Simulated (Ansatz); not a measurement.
CH4BISi, SMILES `IB1C[SiH2]1`. Charge 0, multiplicity 1. I: def2 effective core potential. All single points use the PBE0-D4/def2-TZVP geometry.

```xyz
8

I    -0.619   -0.159   -3.014
B     0.106    0.065   -1.063
C    -0.334    0.873    0.130
Si    0.461   -0.873    0.573
H     0.432    1.437    0.672
H    -1.315    1.329    0.235
H     1.604   -0.619    1.478
H    -0.337   -2.052    0.989
```

Problem. What is the dipole moment at r2SCAN/def2-TZVPP? (Estimate.)

Solution. Ansatz gave: 1.38 D, with components (0.10, 0.35, 1.33) D in this frame, pointing from negative to positive charge.

Problem. And with PBE, B3LYP, ωB97M-V? (An estimate is asked.)

Solution. Computed: PBE 1.24 D, B3LYP 1.38 D, ωB97M-V 1.50 D.

Problem. Give the Mulliken charges with r2SCAN, B3LYP, PBE in def2-TZVPP. (Best estimate.)

Solution. The calculation gave: 
```tsv
atom	r2SCAN	B3LYP	PBE
I1	0.04	0.02	0.05
B2	0.00	0.04	0.01
C3	-0.30	-0.32	-0.27
Si4	0.13	0.09	0.04
H5	0.15	0.15	0.15
H6	0.08	0.11	0.10
H7	-0.05	-0.04	-0.03
H8	-0.06	-0.05	-0.04
```

B3LYP here is the variant with VWN-RPA as its local correlation; programs differ in this.
